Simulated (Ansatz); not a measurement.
Relaxation of Cl2H4OSn (8 atoms, charge 0, multiplicity 1), to a largest force component of 0.03 eV/Å in at most 50 steps.

Computed with Ansatz, RKS PBE0/def2-SVP.

```xyz
8
Properties=species:S:1:pos:R:3
Sn 0.557 0.196 -0.356
O -0.674 0.044 2.542
H -1.401 0.659 2.697
Cl 1.678 0.379 -2.416
H -0.962 0.922 -0.582
H 0.745 -1.409 0.153
Cl 1.814 1.606 1.122
H 0.125 0.576 2.761
```

Task: Where does it end, and by what steps?

Result: The forces met the threshold. After 7 steps the energy has fallen by 0.099 eV; O2 moved furthest, 0.30 Å.

| step | energy less start (eV) | largest force component (eV/Å) | accepted |
| --- | --- | --- | --- |
| 0 | 0.0000 | 0.686 | yes |
| 1 | -0.0376 | 1.028 | yes |
| 2 | -0.0083 | 2.057 | no |
| 3 | -0.0666 | 0.752 | yes |
| 4 | -0.0909 | 0.322 | yes |
| 5 | -0.0972 | 0.112 | yes |
| 6 | -0.0982 | 0.097 | yes |
| 7 | -0.0988 | 0.011 | yes |

```xyz
8
Properties=species:S:1:pos:R:3
Sn 0.497 0.192 -0.162
O -0.559 0.081 2.268
H -1.351 0.615 2.408
Cl 1.547 0.401 -2.276
H -1.015 0.926 -0.422
H 0.742 -1.434 0.249
Cl 1.866 1.594 1.187
H 0.156 0.599 2.669
```

Run time: 28 s on 2 threads of Intel(R) Xeon(R) Platinum 8259CL CPU @ 2.50GHz (Skylake/Cascade Lake), on a shared host, peak memory 0.24 GiB.
